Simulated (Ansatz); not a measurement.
Caution, from a PySCF single point (B3LYP-D3(BJ)/def2-TZVPD) at this geometry: the highest occupied level lies above zero, so the state may not be bound. This singlet lies 0.53 eV below the relaxed triplet at the level frozen-core CCSD(T)/aug-cc-pVTZ // B3LYP-D3(BJ)/def2-TZVPD (Ansatz, an electronic-structure program).

Species: H$_{2}$B$_{2}$Cl, SMILES `B[B-]Cl` (lower singlet) (charge -1, multiplicity 1).

Problem. Give a relaxed geometry from B3LYP-D3(BJ)/def2-TZVPD (Ansatz).

Solution. the end point of this relaxation (outside a Z-matrix the atoms follow the SMILES, hydrogens last).
Bond lengths (Å): B1–B2 1.517, B1–H4 1.210, B1–H5 1.210, B2–Cl3 1.761. Angles (°): B2–B1–H4 121.0, B2–B1–H5 121.0, H4–B1–H5 118.0, B1–B2–Cl3 180.0.
